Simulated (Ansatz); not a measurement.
Geometry optimisation, DFT PBE, scalar-relativistic, plane waves, PAW in Ansatz.

Input:

```yaml
crystal:
  lattice:
    - [5.727565, 0.0, 0.0]
    - [4.295674, 7.440325, 0.0]
    - [0.0, 0.0, 17.676537]
  atoms:
    - { symbol: Al, position: [0.16666666, 0.11111111, 0.05657217] }
    - { symbol: Al, position: [0.66666665, 0.11111111, 0.05657217] }
    - { symbol: Al, position: [0.16666664, 0.44444445, 0.05657217] }
    - { symbol: Al, position: [0.66666663, 0.44444445, 0.05657217] }
    - { symbol: Al, position: [0.16666662, 0.77777779, 0.05657217] }
    - { symbol: Al, position: [0.66666661, 0.77777779, 0.05657217] }
    - { symbol: Al, position: [-0.16666668, 0.22222223, 0.18885309] }
    - { symbol: Al, position: [0.33333332, 0.22222223, 0.18885309] }
    - { symbol: Al, position: [-0.1666667, 0.55555556, 0.18885309] }
    - { symbol: Al, position: [0.33333329, 0.55555556, 0.18885309] }
    - { symbol: Al, position: [-0.16666672, 0.8888889, 0.18885309] }
    - { symbol: Al, position: [0.33333327, 0.8888889, 0.18885309] }
    - { symbol: Al, position: [0.0, 0.0, 0.32113401] }
    - { symbol: Al, position: [0.49999999, 0.0, 0.32113401] }
    - { symbol: Al, position: [-2.0e-08, 0.33333334, 0.32113401] }
    - { symbol: Al, position: [0.49999997, 0.33333334, 0.32113401] }
    - { symbol: Al, position: [-4.0e-08, 0.66666668, 0.32113401] }
    - { symbol: Al, position: [0.49999995, 0.66666668, 0.32113401] }
    - { symbol: Mg, position: [0.83333329, 0.55555556, 0.441067] }
basis:
  ecutwfc: 420.0
kpoints:
  mp_grid: { grid: [3, 2, 1] }
hamiltonian:
  xc: pbe
scf:
  occupations: { method: fermi_dirac, width: 0.15 }
  lower_state_search: "off"
relax:
  f_tol: 0.03
  max_steps: 60
  adjacent_minimum: "off"
  constraints: [{ sites: [0, 1, 2, 3, 4, 5] }]
```

Command:

```bash
$ ansatz run input.yaml --threads 1 --pin off --max-ram 3072MiB --backend cpu --events-out ev --progress --plain --runs-dir out
```

Problem. Where does it end, and by what steps?

Solution. The run converged. Limits of this set-up: coarse k mesh, thin slab, slab without dipole correction. After 3 steps the energy has fallen by 0.135 eV; Mg19 moved furthest, 0.20 Å.

| step | energy less start (eV) | largest force component (eV/Å) | accepted |
| --- | --- | --- | --- |
| 0 | 0.0000 | 0.913 | yes |
| 1 | -0.1302 | 0.081 | yes |
| 2 | -0.1340 | 0.039 | yes |
| 3 | -0.1346 | 0.015 | yes |

```xyz
19
Lattice="5.7276 0.0000 0.0000 4.2957 7.4403 0.0000 0.0000 0.0000 17.6765" Properties=species:S:1:pos:R:3
Al 1.432 0.827 1.000
Al 4.296 0.827 1.000
Al 2.864 3.307 1.000
Al 5.728 3.307 1.000
Al 4.296 5.787 1.000
Al 7.159 5.787 1.000
Al -0.002 1.649 3.350
Al 2.866 1.650 3.350
Al 1.432 4.135 3.382
Al 4.297 4.131 3.347
Al 2.865 6.614 3.343
Al 5.729 6.615 3.346
Al -0.009 0.007 5.701
Al 2.872 -0.007 5.720
Al 1.434 2.401 5.695
Al 4.295 2.480 5.752
Al 2.908 4.994 5.683
Al 5.686 4.998 5.685
Mg 7.173 4.098 7.993
```

Time of the run: 45 s on 1 thread of Arm Neoverse V1, with other jobs on the host, peak memory 0.68 GiB.
